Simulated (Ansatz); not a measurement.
Species: H5NSi2, SMILES `[SiH2]=[SiH]N` with one electron removed (charge 1, multiplicity 2), formula H5NSi2.

How many basis functions does frozen-core CCSD(T)/cc-pVTZ // CAM-B3LYP-D3(BJ)/def2-TZVP run with Ansatz (a first-principles code) use, how many core orbitals are frozen, and how many electrons are correlated?

168 basis functions and 11 frozen orbitals, which leaves 17 correlated electrons. Core time is of the order of minutes.
